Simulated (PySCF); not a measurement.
**BSI: fields on a plane**

Level of theory: PBE0/[B def2-TZVP, S def2-TZVP, I def2-TZVP with ECP28], scalar-relativistic core potentials, density fitting, no spin–orbit coupling, PySCF.

The singlet minimum has B–I 2.038 Å, B–S 1.606 Å; I–B–S 180.0°.

The plane holds B1 at (0.00, 0.00), S2 at (1.61, 0.00), I3 at (-2.04, 0.00) Å. Columns run from x = -4.05 to 4.05 Å, rows from y = 2.25 (top) to -1.95 Å, in steps of 0.3 Å. Other isomers or separated fragments may lie lower. Core electrons replaced by a potential are absent, the electrostatic potential uses the reduced nuclear charge, and values within about 0.7 Å of such atoms have no physical meaning.

Problem. Give the electron localisation function (set to 0 where the density is under 0.005 e/Å³). Lower edges of the bins: '0' 0.000, '1' 0.095, '2' 0.189, '3' 0.284, '4' 0.378, '5' 0.472, '6' 0.567, '7' 0.661, '8' 0.756, '9' 0.850; top 0.94.

Solution. 
```
0000234431000000011100000000
0013567653100001233332100000
0135788875311113455665420000
0247889886532235667887642000
0357887777654457778998864100
1367742235776458888899975200
1367437742696007960029986300
1366366082692993928736986310
1366366082692993928736986310
1367437742696007960029986300
1367742235776458888899975200
0357887777654457778998864100
0247889886532235667887642000
0135788875311113455665420000
0013567653100001233332100000
```

Problem. Give the electron density (e/Å³) (cut at 5 e/Å³). Lower edges of the bins (e/Å³): '0' 0.000, '1' 0.030, '2' 0.076, '3' 0.151, '4' 0.268, '5' 0.455, '6' 0.750, '7' 1.218, '8' 1.960, '9' 3.136; top 5.00.

Solution. 
```
0000000000000000000000000000
0000001100000000000000000000
0000112211100000111110000000
0001233332211111222222100000
0012345554332233344443210000
0023567765444445556665320000
0124689997555556677876421000
0124799998666997779996531000
0124799998666997779996531000
0124689997555556677876421000
0023567765444445556665320000
0012345554332233344443210000
0001233332211111222222100000
0000112211100000111110000000
0000001100000000000000000000
```
